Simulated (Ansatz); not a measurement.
Method: frozen-core CCSD(T)/def2-TZVPP // TPSS-D3(BJ)/def2-SVP (Ansatz, a quantum-chemistry and plane-wave program).

Ansatz 0.2 input:
```yaml
crystal:
  periodic: [false, false, false]
  atoms:
    - { symbol: Zn, position_ang: [0.0, 0.0, 0.0] }
    - { symbol: Br, position_ang: [2.217101, 0.044947, 0.284218] }
    - { symbol: Br, position_ang: [-2.217101, -0.044948, -0.284218] }
basis:
  gaussian: { orbitals: def2-TZVPP }
correlation:
  method: ccsd_t
```

Output:

```
Functional definition: HF
1107 factors; integrals over basis functions are off by at most 1.3e-3 eV
mean field evaluation 1: about -188376.8843 eV, gradient 1.8e1 eV
mean field evaluation 2: about -188377.1089 eV, gradient 1.9e1 eV
mean field evaluation 4: about -188378.2389 eV, gradient 3.4e0 eV
mean field evaluation 8: about -188378.2660 eV, gradient 3.6e-1 eV
mean field evaluation 16: about -188378.2665 eV, gradient 1.9e-6 eV
mean field -188378.26650149 eV, -6922.7736065546 hartree, gradient 1.9e-6 eV, S^2 0.000000; 0 other end points of the search recorded, 0 dependent functions left out
23 core orbitals not correlated
reference -188378.26650149 eV, -6922.7736065546 hartree; 27, 27 occupied and 110, 110 virtual orbitals, 1107 factors
second order -37.07315302 eV of doubles, -0.00000000 eV of singles
cycle   1  -33.76451401 eV  change     3.3e0 eV  update   1.4e-1
cycle   2  -34.95271048 eV  change    -1.2e0 eV  update   6.6e-2
cycle   3  -35.18015876 eV  change   -2.3e-1 eV  update   2.1e-2
cycle   4  -35.12514155 eV  change    5.5e-2 eV  update   8.0e-3
cycle   5  -35.10347751 eV  change    2.2e-2 eV  update   3.0e-3
cycle   6  -35.10856781 eV  change   -5.1e-3 eV  update   9.1e-4
cycle   7  -35.10895355 eV  change   -3.9e-4 eV  update   4.5e-4
cycle   8  -35.10824544 eV  change    7.1e-4 eV  update   1.5e-4
cycle   9  -35.10842406 eV  change   -1.8e-4 eV  update   5.3e-5
cycle  10  -35.10855386 eV  change   -1.3e-4 eV  update   1.6e-5
cycle  11  -35.10848809 eV  change    6.6e-5 eV  update   6.3e-6
perturbative correction -0.95556941 eV, -0.0351165281 hartree
Total energy: -188414.33055899 eV, -6924.0989362227 hartree
```

Cost: roughly 40 core-seconds.
